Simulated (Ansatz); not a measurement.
Input and output for BFGaH$_{3}$SSe, SMILES `[F][GaH][B](S)[SeH]`.

```yaml
crystal:
  periodic: [false, false, false]
  atoms:
    - {symbol: F, position_ang: [-1.472827, 1.691949, 1.012850]}
    - {symbol: Ga, position_ang: [-1.023980, 0.670023, -0.371486]}
    - {symbol: B, position_ang: [0.639078, -0.457053, 0.149375]}
    - {symbol: S, position_ang: [1.293066, -0.226681, 1.789980]}
    - {symbol: Se, position_ang: [1.514766, -1.723862, -1.010982]}
    - {symbol: H, position_ang: [-1.970961, 0.874181, -1.596982]}
    - {symbol: H, position_ang: [0.398467, 0.698442, 2.187735]}
    - {symbol: H, position_ang: [0.622391, -1.527008, -2.160489]}
basis:
  gaussian: {orbitals: def2-mTZVP}
hamiltonian: {xc: {name: PBE-QIDH}}
output: {forces: true}
```

```sh
$ ansatz run in.yaml --threads 4 --pin off --events-out ev --progress --plain --max-ram 10444MiB
```

Output, abridged:

```
Functional definition: PBE-QIDH
1278 factors; integrals over basis functions are off by at most 8.5e-4 eV
mean field evaluation 1: about -131952.6923 eV, gradient 3.7e1 eV
mean field evaluation 2: about -131952.9036 eV, gradient 3.7e1 eV
mean field evaluation 4: about -131955.5473 eV, gradient 2.5e0 eV
mean field evaluation 8: about -131955.5812 eV, gradient 2.5e-1 eV
mean field evaluation 16: about -131955.5815 eV, gradient 2.3e-4 eV
mean field -131955.58146588 eV, -4849.2781761655 hartree, gradient 7.0e-6 eV, S^2 0.000000; 0 other end points of the search recorded, 0 dependent functions left out
25 core orbitals not correlated: weight in the atoms' cores, before any rotation towards them, 1.000 or more for the frozen orbitals, at most 0.000 for the correlated occupied ones
reference -131955.58147828 eV, -4849.2781766211 hartree; 24, 24 occupied and 92, 92 virtual orbitals, 1278 factors
second order -25.26911759 eV of doubles, -0.00000000 eV of singles
Total energy: -131964.00451747 eV, -4849.5877176022 hartree
Atom 0 at    -1.472827     1.691949     1.012850 Å, force     0.053205    -0.099003    -0.116781 eV/Å
Atom 1 at    -1.023980     0.670023    -0.371486 Å, force    -0.110758     0.134369     0.091524 eV/Å
Atom 2 at     0.639078    -0.457053     0.149375 Å, force     0.041184    -0.077534    -0.092901 eV/Å
Atom 3 at     1.293066    -0.226681     1.789980 Å, force     0.002108     0.002779     0.009130 eV/Å
Atom 4 at     1.514766    -1.723862    -1.010982 Å, force    -0.059658     0.068930     0.041923 eV/Å
Atom 5 at    -1.970961     0.874181    -1.596982 Å, force     0.045259    -0.028187     0.018868 eV/Å
Atom 6 at     0.398467     0.698442     2.187735 Å, force     0.011520     0.002700     0.026287 eV/Å
Atom 7 at     0.622391    -1.527008    -2.160489 Å, force     0.017140    -0.004054     0.021951 eV/Å
Dipole moment:    -0.022432    -0.169292    -0.399350 e Å
```

It took 2.8 s on 4 threads of an AMD EPYC 9R45 on a shared host, with 0.54 GiB of host memory at the peak.
